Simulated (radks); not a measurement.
Bi+, 82 electrons, occupied as [Hg] 6p2.

All-electron calculation, Dirac Kohn-Sham, PBE, spin-unpolarised, spherical densities, finite nucleus; open shells are shared between the two j in proportion to 2j + 1; Fermi nuclear charge, rms radius 5.5211 fm. Program: a radial shooting solver on a logarithmic mesh with Libxc functionals.

Energy parts (eV):
| part | energy |
|---|---|
| total | -587074.09 |
| kinetic | 685708.74 |
| electron-nucleus | -1487068.63 |
| Hartree | 225123.84 |
| exchange-correlation | -10838.03 |

Orbitals (lengths in bohr, moments of r in powers of bohr):
[
 {"orbital": "1s1/2", "occ.": "2", "eigenvalue (eV)": "-90459.43", "<r^4>": "3.333e-07", "<r>": "0.01580", "<r^2>": "0.0003465", "<1/r>": "103.2"},
 {"orbital": "2s1/2", "occ.": "2", "eigenvalue (eV)": "-16246.41", "<r^4>": "0.00004750", "<r>": "0.06579", "<r^2>": "0.005190", "<1/r>": "25.57"},
 {"orbital": "2p1/2", "occ.": "2", "eigenvalue (eV)": "-15617.15", "<r^4>": "0.00002789", "<r>": "0.05388", "<r^2>": "0.003643", "<1/r>": "25.54"},
 {"orbital": "2p3/2", "occ.": "4", "eigenvalue (eV)": "-13297.75", "<r^4>": "0.00004565", "<r>": "0.06293", "<r^2>": "0.004823", "<1/r>": "20.24"},
 {"orbital": "3s1/2", "occ.": "2", "eigenvalue (eV)": "-3927.351", "<r^4>": "0.001711", "<r>": "0.1710", "<r^2>": "0.03361", "<1/r>": "9.375"},
 {"orbital": "3p1/2", "occ.": "2", "eigenvalue (eV)": "-3641.253", "<r^4>": "0.001478", "<r>": "0.1615", "<r^2>": "0.03049", "<1/r>": "9.289"},
 {"orbital": "3p3/2", "occ.": "4", "eigenvalue (eV)": "-3121.949", "<r^4>": "0.002122", "<r>": "0.1780", "<r^2>": "0.03680", "<1/r>": "7.903"},
 {"orbital": "3d3/2", "occ.": "4", "eigenvalue (eV)": "-2650.388", "<r^4>": "0.001385", "<r>": "0.1545", "<r^2>": "0.02802", "<1/r>": "7.803"},
 {"orbital": "3d5/2", "occ.": "6", "eigenvalue (eV)": "-2540.277", "<r^4>": "0.001542", "<r>": "0.1595", "<r^2>": "0.02972", "<1/r>": "7.497"},
 {"orbital": "4s1/2", "occ.": "2", "eigenvalue (eV)": "-907.5465", "<r^4>": "0.03717", "<r>": "0.3770", "<r^2>": "0.1606", "<1/r>": "3.986"},
 {"orbital": "4p1/2", "occ.": "2", "eigenvalue (eV)": "-782.8012", "<r^4>": "0.03902", "<r>": "0.3778", "<r^2>": "0.1625", "<1/r>": "3.878"},
 {"orbital": "4p3/2", "occ.": "4", "eigenvalue (eV)": "-654.8304", "<r^4>": "0.05504", "<r>": "0.4124", "<r^2>": "0.1933", "<1/r>": "3.399"},
 {"orbital": "4d3/2", "occ.": "4", "eigenvalue (eV)": "-451.2701", "<r^4>": "0.06285", "<r>": "0.4161", "<r^2>": "0.2000", "<1/r>": "3.204"},
 {"orbital": "4d5/2", "occ.": "6", "eigenvalue (eV)": "-427.3805", "<r^4>": "0.06956", "<r>": "0.4271", "<r^2>": "0.2105", "<1/r>": "3.097"},
 {"orbital": "4f5/2", "occ.": "6", "eigenvalue (eV)": "-163.2485", "<r^4>": "0.1014", "<r>": "0.4380", "<r^2>": "0.2291", "<1/r>": "2.766"},
 {"orbital": "4f7/2", "occ.": "8", "eigenvalue (eV)": "-157.7582", "<r^4>": "0.1071", "<r>": "0.4442", "<r^2>": "0.2355", "<1/r>": "2.725"},
 {"orbital": "5s1/2", "occ.": "2", "eigenvalue (eV)": "-165.2476", "<r^4>": "0.8623", "<r>": "0.8320", "<r^2>": "0.7755", "<1/r>": "1.668"},
 {"orbital": "5p1/2", "occ.": "2", "eigenvalue (eV)": "-121.9677", "<r^4>": "1.151", "<r>": "0.8855", "<r^2>": "0.8837", "<1/r>": "1.547"},
 {"orbital": "5p3/2", "occ.": "4", "eigenvalue (eV)": "-97.3337", "<r^4>": "1.703", "<r>": "0.9750", "<r^2>": "1.072", "<1/r>": "1.371"},
 {"orbital": "5d3/2", "occ.": "4", "eigenvalue (eV)": "-36.8925", "<r^4>": "4.759", "<r>": "1.208", "<r^2>": "1.686", "<1/r>": "1.090"},
 {"orbital": "5d5/2", "occ.": "6", "eigenvalue (eV)": "-33.8861", "<r^4>": "5.528", "<r>": "1.251", "<r^2>": "1.811", "<1/r>": "1.049"},
 {"orbital": "6s1/2", "occ.": "2", "eigenvalue (eV)": "-22.0246", "<r^4>": "39.26", "<r>": "2.126", "<r^2>": "5.092", "<1/r>": "0.6063"},
 {"orbital": "6p1/2", "occ.": "0.666667", "eigenvalue (eV)": "-13.1334", "<r^4>": "90.22", "<r>": "2.572", "<r^2>": "7.533", "<1/r>": "0.4953"},
 {"orbital": "6p3/2", "occ.": "1.33333", "eigenvalue (eV)": "-10.8268", "<r^4>": "144.9", "<r>": "2.898", "<r^2>": "9.554", "<1/r>": "0.4345"},
 {"orbital": "7s1/2", "occ.": "0", "eigenvalue (eV)": "-4.8423", "<r^4>": "1683", "<r>": "5.516", "<r^2>": "34.03", "<1/r>": "0.2279"}
]

The highest occupied level is 6p3/2 at -10.827 eV. For comparison, the ionisation energy in NIST's Atomic Spectra Database is 16.703 eV (measured). In exact Kohn-Sham theory the highest level is minus the ionisation energy, but local and semilocal functionals leave it too shallow, through self-interaction and a potential that decays too fast; potentials with the right tail come closer. The electron density at the nucleus is 2.969e+06 e/bohr^3.

Beside tabulated values, note that spin-unpolarised runs miss the spin-polarisation part of the exchange energy of open shells.
